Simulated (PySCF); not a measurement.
## Chlorine: a sound run and one with changed settings

Sound run: Cl+ [Ne] 3s2 3p4, Cl(2+) [Ne] 3s2 3p3. Calculation: PySCF 2.14, in x2c-TZVPall (5s5p2d1f, 37 functions); the spin-free X2C one-electron Hamiltonian (Gaussian nucleus). The sound run starts from symmetry-adapted Hartree-Fock orbitals and uses a fine grid where one is needed.

Changed run: radial step 0.3 in ln r (0.13 in the sound run). This setting is unsound on purpose.

```
species  method  sound run (hartree)  changed run (hartree)  converged
    Cl+     UHF           -460.45561             -460.45561        yes
    Cl+  M06-2X           -461.08624             -461.08299        yes
    Cl+    TPSS           -461.11322             -461.11192        yes
 Cl(2+)     UHF           -459.62612             -459.62612        yes
 Cl(2+)  M06-2X           -460.21120             -460.20216        yes
 Cl(2+)    TPSS           -460.23503             -460.23391        yes
```

Ionisation energy of Cl+:

```csv
method,sound run (eV),changed run (eV)
UHF,22.572,22.572
M06-2X,23.811,23.969
TPSS,23.897,23.892
```

A coarse radial grid mis-integrates the density and the exchange-correlation energy, with errors of either sign; Hartree-Fock needs no grid.

For comparison, NIST gives 23.814 eV between the lowest levels.
